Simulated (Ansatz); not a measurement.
Compare A (`O[Si](O)(F)[SiH2]F`) with its isomer B (`O[Si@H](F)[Si@H](O)F`).

Gas-phase electronic energies from Ansatz, PBE0-D4/def2-TZVP geometries. CCSD(T)/CBS is the MP2 limit (def2-TZVPP, def2-QZVPP) plus CCSD(T) − MP2 in def2-TZVPP, frozen cores. Functionals use def2-TZVPP. B3LYP here is the variant with VWN-RPA as its local correlation; programs differ in this. One conformer a species, not always the lowest.

Q: Which isomer does CCSD(T)/CBS put lower? Give the gap. (Estimate.)

A: Computed: A, by 4.2 kcal/mol.

Q: Give E(B) − E(A) in kcal/mol with B3LYP, ωB97M-V, PBE0-D4, MP2/def2-TZVPP, B2PLYP, CCSD(T)/def2-SVP, CCSD/def2-TZVPP. (An estimate is asked.)

A: Computed: B3LYP 3.8, ωB97M-V 4.0, PBE0-D4 4.1, MP2/def2-TZVPP 4.1, B2PLYP 4.0, CCSD(T)/def2-SVP 4.5, CCSD/def2-TZVPP 4.5. None reverses the order clearly.

Q: Does the order hold for the free energy at 298.15 K (harmonic terms from PBE0-D4)? (Estimate.)

A: The calculation gave: Yes: G(B) − G(A) = +4.9 kcal/mol, for one conformer each. Modes under 60 cm⁻¹, often nearly free rotors, make the harmonic entropy too high.

Largest T1 diagnostic: 0.013.

From BLYP to BHLYP (50 % exact exchange), in def2-TZVPP and without D4, E(B) − E(A) moves by +1.3 kcal/mol. Leaving LDA and LC-ωPBE aside and taking each functional with its dispersion term where it has one, the values, not all of them listed here, spread over 1.3 kcal/mol, from PBE-D4 to BHLYP-D4.
